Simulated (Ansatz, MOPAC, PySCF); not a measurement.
Noncovalent pair: HBr (SMILES Br) (first 2 atoms) with H2Se (SMILES [SeH2]); geometry from B3LYP-D3(BJ)/def2-TZVP.
(charge 0, multiplicity 1):
```xyz
5

Br    -0.3306     0.1312    -0.5702
H     -0.3518     0.1466     0.8749
Se    -0.2333     0.1128     3.3892
H      0.3218    -1.2480     3.3319
H      1.1125     0.7021     3.3192
```

Interaction energies are E(AB) − E(A) − E(B) at the monomers' geometry in the complex; basis-set methods are counterpoise corrected. Rows marked so take none.

Rows in LANL2DZ carry no dispersion term and start afresh at each structure. LANL2DZ brings its own core potentials from Na on. The state that PM7 reach isn't checked; PM7 holds dispersion and hydrogen-bond terms.

Codes used: Ansatz (a program for electronic structure) with Gaussian orbitals; MOPAC for PM7 (differences of heats of formation); PySCF for LANL2DZ rows. Each number belongs to the level named beside it.

Q: One of these levels gives -11.2 kJ/mol for the interaction energy. Name it.
(A) B3LYP/LANL2DZ (no counterpoise)
(B) HF/aug-cc-pVTZ
(C) BLYP/def2-TZVPPD
(D) PM7

A: A, B3LYP/LANL2DZ (no counterpoise). The others give -12.8 (PM7), 0.9 (HF/aug-cc-pVTZ), -8.9 (BLYP/def2-TZVPPD)
